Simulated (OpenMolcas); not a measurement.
## Ni⁶⁺: CASPT2 settings compared

```json
{
 "Program": "OpenMolcas",
 "Basis": "ANO-RCC-VDZP [5s4p2d1f]",
 "Scalar Hamiltonian": "DKH2, point nucleus",
 "Active space": "4 electrons in 5 orbitals (3d)",
 "State averaging": "2S+1 = 5 even, 5 roots; 2S+1 = 3 even, 45 roots (30 in the spin-orbit step); 2S+1 = 1 even, 50 roots (22 in the spin-orbit step)",
 "Spin-orbit coupling": "state interaction with AMFI integrals over the reference wave functions, term energies averaged over their components"
}
```

Methods on the same reference wave functions:
A. CASSCF
B. SS-CASPT2, IPEA 0.2 Eh, no level shift (closed shells correlated: 3s 3p)
C. SS-CASPT2, IPEA 0.35 Eh, sigma1 regulariser 0.5 Eh (closed shells correlated: 3s 3p)
D. XMS-CASPT2, IPEA 0 Eh, no level shift (closed shells correlated: 3s 3p)

Energies in cm-1 above 3d4 5D0, the measured ground level; measured values from Corliss and Sugar, J. Phys. Chem. Ref. Data 10, 197 (1981).

| Level | A | B | C | D | Measured |
| --- | --- | --- | --- | --- | --- |
| 3d4 5D0 | 0.0 | 0.0 | 0.0 | 0.0 | 0.0 |
| 3d4 5D1 | 296 | 302 | 302 | 301 | 279 |
| 3d4 5D2 | 862 | 874 | 873 | 872 | 804 |
| 3d4 5D3 | 1649 | 1664 | 1663 | 1662 | 1520 |
| 3d4 5D4 | 2603 | 2610 | 2610 | 2610 | 2392 |
| 3d4 3H4 | 33873 | 33890 | 34010 | 34350 | 31672 |
| 3d4 3H5 | 34500 | 34570 | 34690 | 35040 | 32286 |
| 3d4 3H6 | 35168 | 35290 | 35410 | 35760 | 32877 |
| 3d4 3P0 | 35810 | 31970 | 32190 | 32590 | 30077 |
| 3d4 3P1 | 37268 | 33420 | 33640 | 34040 | 31836 |
| 3d4 3F3 | 39219 | 36370 | 36600 | 36860 | 34317 |
| 3d4 3F4 | 39508 | 36680 | 36910 | 37180 | 34576 |

Deviations, from unrounded energies. A percentage is the sum of absolute deviations over the sum of measured energies, with the sign that they share, or ± where signs differ.

| Against measurement | Levels | A | B | C | D |
| --- | --- | --- | --- | --- | --- |
| mean absolute deviation (cm-1) | 11 | 2600 | 1400 | 1500 | 1700 |
| fine structure of the ground term (%) | 4 | +8.3 | +9.2 | +9.1 | +9.0 |
| other terms of the ground configuration (%) | 7 | +12.2 | +6.4 | +6.9 | +8.0 |

B lies closest to measurement on these levels and A furthest from it. The largest miss of B in the table is 3d4 3H6, by +2400 cm-1. The ranking rests on the paired levels alone, and a cruder setting can come out closer through cancelling errors.

Among B to D the level of the table that moves most is 3d4 3P1, by 620 cm-1 (lowest in B, highest in D). Moves below CASPT2's spread within the term are not significant.

From A to B the spin-free energies of the other terms of 3d4 shown, above 5D, scale by factors of 0.90 to 1.00.

The lowest spin-free term lies below A's lowest term by 0.223 hartree in B, 0.221 hartree in C, 0.232 hartree in D.

CASPT2 does not keep the components of a term degenerate, so their means are used; among the terms shown or strongly mixed into the levels shown the widest spread is 150 cm-1 (3d4 3F, C). Some high roots are left out of the spin-orbit mixing, which shifts the levels that they would mix with. The basis is small and was not contracted for so high a charge. Without dynamic correlation excited terms often stand tens of per cent too high (terms of higher spin than the ground term too low), and those without a measured partner can miss by more than the paired ones (holds for A). Computed and measured levels are paired by configuration, term and J; levels that our copy of the source lacks, or whose pairing is in doubt (as where it misses far off the trend of its configuration), stay unpaired and out of the deviations. Levels of configurations outside the active space are missing. Levels that lie high or do not pair safely by name in every column are left out.
